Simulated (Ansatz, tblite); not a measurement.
Forces on the cluster Zn6O5 at its r2SCAN-D4/def2-SVP geometry. Total charge 0; singlet.

The xTB rows come from tblite. The structure comes from a short search, and lower isomers may exist.

GFN1-xTB (tblite), largest force 0.45 eV/Å:

```xyz
11
positions Å, forces eV/Å
Zn    1.885    1.045   -2.139    0.178    0.095   -0.191
Zn    0.427   -0.885    2.481    0.014   -0.086    0.233
Zn   -2.610    0.088   -1.094   -0.198    0.053   -0.205
Zn    2.597    0.104    0.582    0.246    0.019    0.031
Zn   -2.406   -0.911    1.613   -0.215   -0.085    0.153
Zn   -0.974    0.839   -2.537   -0.202    0.049   -0.196
O    -3.518   -0.554    0.295    0.088   -0.147    0.419
O     2.117   -0.547    2.141   -0.211    0.055   -0.213
O     0.571    1.314   -3.280    0.438    0.013    0.111
O    -1.245   -1.247    2.893    0.157    0.121   -0.269
O     3.155    0.755   -0.954   -0.296   -0.085    0.127
```

GFN2-xTB (tblite), largest force 0.67 eV/Å:

```
Zn 0.072 0.168 -0.420
Zn 0.001 -0.129 0.343
Zn -0.177 -0.052 0.078
Zn 0.364 0.036 0.025
Zn -0.450 -0.071 0.038
Zn 0.093 0.072 -0.161
O 0.648 0.014 0.181
O -0.401 0.104 -0.404
O 0.145 -0.217 0.622
O 0.295 0.239 -0.539
O -0.591 -0.164 0.237
```

PBE-D4/def2-TZVP (Ansatz), largest force 0.59 eV/Å:

```
Zn 0.024 0.015 -0.031
Zn -0.004 0.000 -0.002
Zn 0.046 0.122 -0.311
Zn -0.002 0.002 -0.005
Zn -0.036 -0.013 0.023
Zn -0.321 -0.054 0.040
O -0.564 -0.109 0.101
O 0.340 -0.088 0.343
O 0.149 0.220 -0.531
O -0.133 -0.191 0.462
O 0.500 0.097 -0.090
```
